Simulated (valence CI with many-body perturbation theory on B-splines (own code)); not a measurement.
Values are calculated unless marked as measured or tabulated.
# Level structure of Cs XLI

Level of theory: relativistic CI+MBPT: five valence electrons over a frozen Dirac-Fock core [Ne], radial functions for each j: 11 s, 11 p, 10 d, 8 f, 5 g, 2 h, with the one-electron correlation potential Σ1 (screened to all orders), the two-electron term Σ2, the three-electron term Σ3, Breit, model QED; selected single and double excitations, second order for the rest, scaled by the run's own slope (own B-spline code, finite nucleus).

The last digits are not significant, and no measured levels were compared; by estimate large intervals hold to a few tenths of a per cent, small ones and those within an open d or f shell to about a per cent. Among the levels kept, up to 3200 cm⁻¹ of a level comes from second order outside the variational space, and about a tenth of that is noise between levels of different J, which matters for small intervals.

Levels 91 to 135 of 167, with energies above the lowest level, (3s^2 3p1/2^2 3p3/2) J=3/2. "Leading %" is the weight of the configuration and term that name the level; weights of strongly mixed levels are sums over their largest components and can fall short. In the jj column 3d3/2^4 stands for four electrons in 3d with j = 3/2.

```csv
No.,Configuration,Term,J,E (× 10³ cm⁻¹),Leading %,Second component,g,Leading jj
91,3s 3p3 3d,2G°,7/2,3737.7,22,11 % 3s2 3p 3d2 4F°,1.198,3s 3p1/2 3p3/2^2 3d3/2 (46 %)
92,3s2 3p 3d2,4G°,9/2,3741.2,37,17 % 3s 3p3 3d 4F°,1.172,3s^2 3p1/2 3d5/2^2 (50 %)
93,3s 3p3 3d,4D°,5/2,3742.8,20,13 % 3s 3p3 3d 2F°,1.155,3s 3p1/2 3p3/2^2 3d3/2 (61 %)
94,3s 3p3 3d,2D°,3/2,3770.0,24,13 % 3s 3p3 3d 4S°,1.331,3s 3p1/2 3p3/2^2 3d5/2 (60 %)
95,3s 3p3 3d,4D°,5/2,3775.8,27,19 % 3s 3p3 3d 2D°,1.226,3s 3p1/2 3p3/2^2 3d5/2 (59 %)
96,3s 3p3 3d,2F°,7/2,3777.0,30,16 % 3s 3p3 3d 4D°,1.182,3s 3p1/2 3p3/2^2 3d5/2 (75 %)
97,3s 3p3 3d,2P°,1/2,3800.0,49,12 % 3s 3p3 3d 4D°,0.974,3s 3p1/2 3p3/2^2 3d3/2 (77 %)
98,3s2 3p 3d2,4P°,3/2,3802.7,18,11 % 3s 3p3 3d 4D°,1.416,3s 3p1/2 3p3/2^2 3d5/2 (27 %)
99,3s 3p3 3d,4D°,5/2,3843.0,30,26 % 3s 3p3 3d 2D°,1.203,3s 3p1/2 3p3/2^2 3d3/2 (39 %)
100,3s 3p3 3d,4D°,1/2,3848.9,39,13 % 3s 3p3 3d 2P°,0.496,3s 3p1/2 3p3/2^2 3d3/2 (73 %)
101,3s 3p3 3d,2G°,9/2,3852.1,57,20 % 3s2 3p 3d2 2H°,1.100,3s 3p1/2 3p3/2^2 3d5/2 (68 %)
102,3s 3p3 3d,4D°,3/2,3855.2,29,7 % 3s 3p3 3d 2P°,1.165,3s 3p1/2 3p3/2^2 3d3/2 (42 %)
103,3s 3p3 3d,2F°,7/2,3855.9,24,17 % 3s 3p3 3d 4F°,1.164,3s 3p1/2 3p3/2^2 3d5/2 (56 %)
104,3s 3p3 3d,2D°,3/2,3872.7,23,10 % 3s 3p3 3d 4D°,1.015,3s 3p1/2 3p3/2^2 3d5/2 (43 %)
105,3s 3p3 3d,2F°,5/2,3873.6,34,11 % 3s 3p3 3d 2D°,1.025,3s 3p1/2 3p3/2^2 3d5/2 (53 %)
106,3s 3p3 3d,4D°,7/2,3903.8,44,14 % 3s 3p3 3d 2F°,1.233,3s 3p1/2 3p3/2^2 3d5/2 (86 %)
107,3s 3p3 3d,2F°,5/2,3908.0,42,20 % 3s 3p3 3d 2D°,1.005,3s 3p1/2 3p3/2^2 3d5/2 (76 %)
108,3s2 3p 3d2,2P°,1/2,3911.9,44,10 % 3s2 3p 3d2 4D°,0.711,3s^2 3p1/2 3d5/2^2 (48 %)
109,3s 3p3 3d,2F°,7/2,3927.0,31,20 % 3s 3p3 3d 2G°,1.138,3s 3p1/2 3p3/2^2 3d5/2 (64 %)
110,3s 3p3 3d,2P°,3/2,3936.0,40,32 % 3s 3p3 3d 2D°,1.076,3s 3p1/2 3p3/2^2 3d5/2 (64 %)
111,3s 3p3 3d,2D°,5/2,3962.8,36,11 % 3s 3p3 3d 4P°,1.212,3s 3p1/2 3p3/2^2 3d5/2 (68 %)
112,3s 3p3 3d,2S°,1/2,3996.2,26,16 % 3s2 3p 3d2 2P°,1.174,3s 3p1/2 3p3/2^2 3d5/2 (56 %)
113,3s 3p3 3d,2D°,3/2,3999.2,25,10 % 3s 3p3 3d 4D°,1.174,3s 3p1/2 3p3/2^2 3d5/2 (68 %)
114,3s 3p2 3d2,6G,3/2,4026.3,46,31 % 3s 3p2 3d2 4F,0.331,3s 3p1/2^2 3d3/2^2 (85 %)
115,3s 3p3 3d,2D°,5/2,4043.9,31,22 % 3s 3p3 3d 2F°,1.071,3s 3p1/2 3p3/2^2 3d5/2 (70 %)
116,3s 3p3 3d,2D°,3/2,4071.6,28,22 % 3s 3p3 3d 2P°,1.116,3s 3p1/2 3p3/2^2 3d5/2 (60 %)
117,3s 3p2 3d2,6G,5/2,4073.7,28,21 % 3s 3p2 3d2 4F,1.064,3s 3p1/2^2 3d3/2^2 (76 %)
118,3s2 3p 3d2,4F°,7/2,4127.8,28,16 % 3s2 3p 3d2 2G°,1.125,3s^2 3p3/2 3d3/2^2 (58 %)
119,3s2 3p 3d2,4D°,1/2,4128.6,52,12 % 3s2 3p 3d2 2P°,0.370,3s^2 3p3/2 3d3/2^2 (62 %)
120,3s2 3p 3d2,4F°,5/2,4135.3,30,17 % 3s2 3p 3d2 4D°,1.063,3s^2 3p3/2 3d3/2^2 (62 %)
121,3s2 3p 3d2,4G°,11/2,4144.4,79,16 % 3s2 3p 3d2 2H°,1.237,3s^2 3p3/2 3d3/2 3d5/2 (58 %)
122,3s2 3p 3d2,4D°,3/2,4144.5,39,18 % 3s2 3p 3d2 4F°,0.986,3s^2 3p3/2 3d3/2^2 (56 %)
123,3s2 3p 3d2,4G°,9/2,4151.5,35,33 % 3s2 3p 3d2 4F°,1.208,3s^2 3p3/2 3d3/2 3d5/2 (74 %)
124,3s 3p3 3d,4P°,1/2,4151.9,31,22 % 3s2 3p 3d2 2S°,1.949,3s 3p3/2^3 3d3/2 (37 %)
125,3s2 3p 3d2,2D°,3/2,4160.2,21,10 % 3s2 3p 3d2 4D°,1.190,3s^2 3p3/2 3d3/2 3d5/2 (50 %)
126,3s2 3p 3d2,2D°,5/2,4160.3,22,22 % 3s2 3p 3d2 4D°,1.258,3s^2 3p3/2 3d3/2 3d5/2 (46 %)
127,3s2 3p 3d2,2F°,7/2,4162.0,40,12 % 3s2 3p 3d2 2G°,1.116,3s^2 3p3/2 3d3/2 3d5/2 (57 %)
128,3s 3p2 3d2,4P,1/2,4171.5,43,42 % 3s 3p2 3d2 6D,2.724,3s 3p1/2^2 3d3/2^2 (77 %)
129,3s2 3p 3d2,4D°,7/2,4198.3,49,15 % 3s2 3p 3d2 2F°,1.299,3s^2 3p3/2 3d3/2 3d5/2 (70 %)
130,3p5,2P°,1/2,4209.8,40,10 % 3s 3p3 3d 2S°,0.845,3p1/2 3p3/2^4 (40 %)
131,3s2 3p 3d2,4P°,5/2,4213.8,44,29 % 3s2 3p 3d2 4D°,1.430,3s^2 3p3/2 3d3/2 3d5/2 (84 %)
132,3s2 3p 3d2,2D°,5/2,4216.1,28,22 % 3s2 3p 3d2 2F°,1.111,3s^2 3p3/2 3d5/2^2 (49 %)
133,3s 3p2 3d2,6G,7/2,4227.7,32,21 % 3s 3p2 3d2 6F,1.249,3s 3p1/2^2 3d3/2 3d5/2 (81 %)
134,3s2 3p 3d2,4S°,3/2,4241.3,27,16 % 3s2 3p 3d2 4P°,1.499,3s^2 3p3/2 3d3/2^2 (50 %)
135,3s 3p2 3d2,6G,5/2,4271.1,18,12 % 3s 3p2 3d2 4P,1.239,3s 3p1/2^2 3d3/2 3d5/2 (73 %)
```

Where two levels of one J and parity lie close, their mixing, g and order are uncertain.
